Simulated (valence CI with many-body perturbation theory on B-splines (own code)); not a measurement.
Values are calculated unless marked as measured or tabulated.
**Energy levels of Pr44+**

Method: valence CI with perturbative core correlation (CI+MBPT): five valence electrons over a frozen Dirac-Fock core [Ne], radial functions for each j: 11 s, 11 p, 10 d, 8 f, 5 g, 2 h, with the one-electron correlation potential Σ1 (screened to all orders), the two-electron term Σ2, the three-electron term Σ3, Breit, model QED; selected single and double excitations, second order for the rest, scaled by the run's own slope (own B-spline code, finite nucleus).

The last digits are not significant, and no measured levels were compared; by estimate large intervals hold to a few tenths of a per cent, small ones and those within an open d or f shell to about a per cent. Among the levels kept, up to 3100 cm⁻¹ of a level comes from second order outside the variational space, and about a tenth of that is noise between levels of different J, which matters for small intervals.

Levels 1 to 45 of 169, with energies above the lowest level, (3s^2 3p1/2^2 3p3/2) J=3/2. "Leading %" is the weight of the configuration and term that name the level; weights of strongly mixed levels are sums over their largest components and can fall short. In the jj column 3d3/2^4 stands for four electrons in 3d with j = 3/2.

```csv
No.,Configuration,Term,J,E (× 10³ cm⁻¹),Leading %,g,Second component,Leading jj
1,3s2 3p3,2P°,3/2,0.00,45,1.376,28 % 3s2 3p3 4S°,3s^2 3p1/2^2 3p3/2 (98 %)
2,3s2 3p3,4S°,3/2,896.29,53,1.446,45 % 3s2 3p3 2D°,3s^2 3p1/2 3p3/2^2 (98 %)
3,3s2 3p3,2D°,5/2,969.99,99,1.192,,3s^2 3p1/2 3p3/2^2 (99 %)
4,3s2 3p3,2P°,1/2,1061.4,98,0.655,,3s^2 3p1/2 3p3/2^2 (98 %)
5,3s2 3p2 3d,2D,3/2,1378.6,37,0.780,36 % 3s2 3p2 3d 4F,3s^2 3p1/2^2 3d3/2 (97 %)
6,3s2 3p2 3d,2D,5/2,1652.2,25,1.246,19 % 3s2 3p2 3d 4D,3s^2 3p1/2^2 3d5/2 (85 %)
7,3s 3p4,4P,5/2,1903.1,61,1.429,20 % 3s 3p4 2D,3s 3p1/2^2 3p3/2^2 (80 %)
8,3s2 3p3,2P°,3/2,1968.6,53,1.291,28 % 3s2 3p3 2D°,3s^2 3p3/2^3 (98 %)
9,3s 3p4,2S,1/2,2070.4,50,2.150,31 % 3s 3p4 4P,3s 3p1/2^2 3p3/2^2 (84 %)
10,3s 3p4,2P,3/2,2073.3,29,1.152,28 % 3s 3p4 2D,3s 3p1/2^2 3p3/2^2 (71 %)
11,3s2 3p2 3d,2F,5/2,2266.9,47,0.957,45 % 3s2 3p2 3d 4F,3s^2 3p1/2 3p3/2 3d3/2 (97 %)
12,3s2 3p2 3d,4F,3/2,2279.3,32,0.921,29 % 3s2 3p2 3d 4D,3s^2 3p1/2 3p3/2 3d3/2 (93 %)
13,3s2 3p2 3d,4D,1/2,2282.6,79,0.211,14 % 3s2 3p2 3d 2P,3s^2 3p1/2 3p3/2 3d3/2 (98 %)
14,3s2 3p2 3d,2G,7/2,2339.3,44,1.054,28 % 3s2 3p2 3d 2F,3s^2 3p1/2 3p3/2 3d3/2 (94 %)
15,3s2 3p2 3d,4D,7/2,2493.3,47,1.306,37 % 3s2 3p2 3d 4F,3s^2 3p1/2 3p3/2 3d5/2 (99 %)
16,3s2 3p2 3d,4P,5/2,2513.1,29,1.210,25 % 3s2 3p2 3d 2D,3s^2 3p1/2 3p3/2 3d3/2 (72 %)
17,3s2 3p2 3d,2P,3/2,2524.9,38,1.420,25 % 3s2 3p2 3d 4P,3s^2 3p1/2 3p3/2 3d5/2 (83 %)
18,3s2 3p2 3d,2D,3/2,2562.3,26,1.230,22 % 3s2 3p2 3d 4P,3s^2 3p1/2 3p3/2 3d3/2 (77 %)
19,3s2 3p2 3d,2P,1/2,2564.8,39,1.667,36 % 3s2 3p2 3d 4P,3s^2 3p1/2 3p3/2 3d3/2 (87 %)
20,3s2 3p2 3d,2D,5/2,2565.6,38,1.169,27 % 3s2 3p2 3d 4D,3s^2 3p1/2 3p3/2 3d5/2 (77 %)
21,3s2 3p2 3d,2G,9/2,2571.6,57,1.197,42 % 3s2 3p2 3d 4F,3s^2 3p1/2 3p3/2 3d5/2 (98 %)
22,3s2 3p2 3d,2F,7/2,2716.1,49,1.100,27 % 3s2 3p2 3d 2G,3s^2 3p1/2 3p3/2 3d5/2 (89 %)
23,3s2 3p2 3d,2D,5/2,2730.2,39,1.216,24 % 3s2 3p2 3d 4P,3s^2 3p1/2 3p3/2 3d5/2 (83 %)
24,3s2 3p2 3d,2D,3/2,2762.5,60,0.951,15 % 3s2 3p2 3d 4D,3s^2 3p1/2 3p3/2 3d5/2 (87 %)
25,3s2 3p2 3d,2P,1/2,2777.6,47,1.304,35 % 3s2 3p2 3d 2S,3s^2 3p1/2 3p3/2 3d5/2 (85 %)
26,3s 3p4,4P,3/2,2905.4,49,1.367,20 % 3s 3p4 2D,3s 3p1/2 3p3/2^3 (70 %)
27,3s 3p4,2D,5/2,2992.3,61,1.274,15 % 3s 3p4 4P,3s 3p1/2 3p3/2^3 (74 %)
28,3s 3p4,2P,1/2,3119.2,41,1.315,26 % 3s 3p4 4P,3s 3p1/2 3p3/2^3 (66 %)
29,3s 3p4,2P,3/2,3126.1,44,1.151,22 % 3s 3p4 2D,3s 3p1/2 3p3/2^3 (74 %)
30,3s 3p3 3d,4D°,5/2,3227.7,28,1.303,26 % 3s 3p3 3d 6D°,3s 3p1/2^2 3p3/2 3d3/2 (91 %)
31,3s 3p3 3d,6D°,3/2,3241.0,32,1.335,17 % 3s 3p3 3d 4D°,3s 3p1/2^2 3p3/2 3d3/2 (92 %)
32,3s 3p3 3d,4P°,1/2,3248.9,40,2.572,40 % 3s 3p3 3d 6D°,3s 3p1/2^2 3p3/2 3d3/2 (92 %)
33,3s 3p3 3d,6D°,7/2,3276.2,27,1.321,22 % 3s 3p3 3d 4F°,3s 3p1/2^2 3p3/2 3d3/2 (80 %)
34,3s 3p3 3d,4F°,3/2,3386.4,27,0.985,15 % 3s 3p3 3d 2D°,3s 3p1/2^2 3p3/2 3d3/2 (72 %)
35,3s2 3p2 3d,2D,5/2,3433.8,31,1.187,18 % 3s2 3p2 3d 2F,3s^2 3p3/2^2 3d3/2 (81 %)
36,3s2 3p2 3d,2F,7/2,3442.1,48,1.163,20 % 3s2 3p2 3d 4F,3s^2 3p3/2^2 3d3/2 (80 %)
37,3s2 3p2 3d,2D,3/2,3445.7,24,1.182,24 % 3s2 3p2 3d 4P,3s^2 3p3/2^2 3d3/2 (77 %)
38,3s2 3p2 3d,4P,1/2,3448.3,33,1.463,25 % 3s2 3p2 3d 2P,3s^2 3p3/2^2 3d3/2 (75 %)
39,3s 3p3 3d,4F°,9/2,3458.0,43,1.384,40 % 3s 3p3 3d 6D°,3s 3p1/2^2 3p3/2 3d5/2 (94 %)
40,3s 3p3 3d,4G°,5/2,3486.2,27,0.868,19 % 3s 3p3 3d 2F°,3s 3p1/2^2 3p3/2 3d3/2 (83 %)
41,3s2 3p2 3d,2F,7/2,3492.6,57,1.181,27 % 3s2 3p2 3d 4D,3s^2 3p3/2^2 3d5/2 (85 %)
42,3s2 3p2 3d,4F,9/2,3505.1,57,1.233,42 % 3s2 3p2 3d 2G,3s^2 3p3/2^2 3d5/2 (98 %)
43,3s 3p3 3d,4D°,1/2,3510.2,47,0.570,20 % 3s 3p3 3d 2P°,3s 3p1/2^2 3p3/2 3d3/2 (85 %)
44,3s2 3p2 3d,2P,1/2,3530.2,41,1.448,33 % 3s2 3p2 3d 2S,3s^2 3p3/2^2 3d5/2 (84 %)
45,3s 3p3 3d,4D°,5/2,3551.7,32,1.396,19 % 3s 3p3 3d 4P°,3s 3p1/2^2 3p3/2 3d5/2 (90 %)
```

The ionisation energy to 3s2 3p2 3P_0 of the next ion comes out as 3514.7 eV (NIST: 3512 ± 4 eV (theoretical)). All 169 levels together are meant to be complete up to 5523.3 × 10³ cm⁻¹.
